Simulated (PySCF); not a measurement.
**An isoelectronic set: 57 electrons**

PBE in PySCF with def2-SVPD on every atom (core potentials on Cd, Sb, Te, I), for the lowest determinant that a PBE0 search found; no spin–orbit coupling. All have 57 electrons, 9 of them in the valence shells, and the same state, a doublet (σ ↑). For ions De leads to the atom and ion picked by measured ionisation energies and electron affinities.

| species | difference of nuclear charges | Re (Å) | ωe (cm⁻¹) | k (mdyn/Å) | De (eV) | dissociates to |
| --- | --- | --- | --- | --- | --- | --- |
| CdO⁻ | 40 | 2.018 | 472 | 1.84 | 1.64 | Cd + O⁻ |
| BSb⁻ | 46 | 2.022 | 726 | 3.13 | n/a | B + Sb⁻ |
| LiI⁻ | 50 | 2.571 | 344 | 0.463 | 1.26 | Li + I⁻ |
| CdF | 39 | 2.041 | 463 | 2.05 | 2.74 | Cd + F |
| BTe | 47 | 1.974 | 800 | 3.83 | 4.40 | B + Te |
| BI⁺ | 48 | 1.976 | 787 | 3.70 | 3.75 | B⁺ + I |

These are scalar-relativistic numbers at best; spin–orbit coupling would shift them, the dissociation energy most. For an ion De counts to the pair picked by the measured ionisation energies or electron affinities, which need not be the lowest pair at this level. The highest Kohn–Sham level is positive in some of these anions. Much of that is self-interaction error, but it also means that the finite basis helps to hold the extra electron. States were picked by a PBE0 search and need not be the measured ground states.
